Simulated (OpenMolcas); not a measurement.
# Lines of C: computed and rescaled rates

| Item | Value |
| --- | --- |
| Program | OpenMolcas |
| Method | SS-RASPT2, IPEA 0.25 Eh, imaginary shift 0.1 Eh (closed shells correlated: 1s 2s) |
| Basis | ANO-R3 [4s4p2d1f] |
| Scalar Hamiltonian | X2C, finite nucleus |
| Active space | 2 electrons in 9 orbitals (RAS2 2p; RAS3 3s 3d, at most 1 electron) |
| State averaging | 2S+1 = 3 even, 3 roots; 2S+1 = 1 even, 6 roots; 2S+1 = 3 odd, 3 roots (0 in the spin-orbit step) |
| Spin-orbit coupling | RASSI with atomic mean-field integrals over the reference wave functions, term energies averaged over their components |

Rates come from the transition moments of the reference wave functions (E1 and E2 in the length form). At fixed line strength A goes as λ^-3 for E1 and M1 and as λ^-5 for E2, so a rate at the computed wavelength can be rescaled to the measured one. Measured vacuum wavelengths follow from level energies in NIST Handbook of Basic Atomic Spectroscopic Data. Branching counts decays inside the model space alone, at computed energies, and the table is only a selection of the E2 and M1 lines, drawn from those between levels with measured partners whose computed energy lies within a factor of 1.5 of the measured one.

```csv
Upper,Lower,Type,λ computed (nm),λ measured (nm),A computed (s-1),A rescaled (s-1),Branching %
2s2 2p2 1D2,2s2 2p2 3P2,M1,974,985.3,1.88e-04,,74.5
2s2 2p2 1D2,2s2 2p2 3P1,M1,971.1,982.7,6.31e-05,,25.0
2s2 2p2 1S0,2s2 2p2 1D2,E2,615.1,873,3.45e+00,5.99e-01,99.9
```

Spin-changing lines and M1 lines between different terms are not rescaled, since their strength hangs on the term gaps too.

The largest correction is for 2s2 2p2 1S0 → 2s2 2p2 1D2 (E2): 3.45e+00 × (615.1 / 873)^5 = 5.99e-01 s-1, a factor of 0.17.

No measured rate stands beside these. Rescaling mends the energy factor alone: line strengths can still be far off where a level mixes with configurations outside the active space, and weak or spin-changing lines hang on small mixing coefficients that depend on the term gaps too, so rescaling need not improve them.

CASPT2 does not keep the components of a term degenerate, so their means are used; among the terms shown or strongly mixed into the levels shown the widest spread is 66 cm-1 (2s2 2p2 1D). With the s shell closed, the reference lacks s² → p² mixing. No level of 2s2 2p 3d, 2s2 2p 3s was computed, though it lies in the active space. Some terms miss by over 15 % even with CASPT2, which points to a basis or an active space too small for the shells correlated. Computed and measured levels are paired by configuration, term and J; levels that our copy of the source lacks, or whose pairing is in doubt (as where it misses far off the trend of its configuration), stay unpaired. Only configurations of the active space appear.
